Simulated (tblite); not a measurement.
The geometries are computed with GFN2-xTB (gas phase). One conformer each, none proved a minimum here. Atom numbers follow the mapped SMILES. Open shells are treated by occupation alone.

Question: Rank these C–C bonds from shortest to longest.
A. C1–C2 in `[CH3:1][C@:2]([F:3])([CH2:4][F:5])[CH:6]([F:7])[F:8]` with C1–C2–C4–F5 -170°, C1–C2–C6–F7 68°
B. C5–C6 in `[CH:1]#[C:2][Si@:3]1([CH3:4])[CH2:5][C@@H:6]([N:7]=[CH2:8])[CH2:9]1` with C5–C6–N7–C8 -125°, C2–Si3–C5–C6 -96°, Si3–C5–C6–N7 -134°, C5–C6–C9–Si3 16°, C2–Si3–C9–C6 96°
C. C2–C3 in `[CH3:1][C:2]1=[C:3]([F:4])[CH2:5][CH:6]=[CH:7]1`

Answer: C (1.341 Å), A (1.522 Å), B (1.545 Å).

- 1.341 Å: drawn double, fully substituted alkene carbon to vinylic C–F carbon, in a 5-membered ring
- 1.522 Å: drawn single, methyl carbon to sp3 C–F carbon
- 1.545 Å: drawn single, sp3 carbon bound to silicon to sp3 carbon bound to nitrogen, in a 4-membered ring

Question: Order these C–C–C angles, narrowest first.
A. C5–C6–C9 in `[CH:1]#[C:2][Si@:3]1([CH3:4])[CH2:5][C@@H:6]([N:7]=[CH2:8])[CH2:9]1` with C5–C6–N7–C8 -125°, C2–Si3–C5–C6 -96°, Si3–C5–C6–N7 -134°, C5–C6–C9–Si3 16°, C2–Si3–C9–C6 96°
B. C7–C8–C9 in `[CH:1]#[C:2][c:3]1[cH:4][cH:5][cH:6][c:7]2[c:8]1[CH:9]=[CH:10][SiH2:11]2`
C. C1–C2–C6 in `[CH3:1][C@:2]([F:3])([CH2:4][F:5])[CH:6]([F:7])[F:8]` with C1–C2–C4–F5 -170°, C1–C2–C6–F7 68°

Answer: A (99.5°), C (111.7°), B (114.9°).
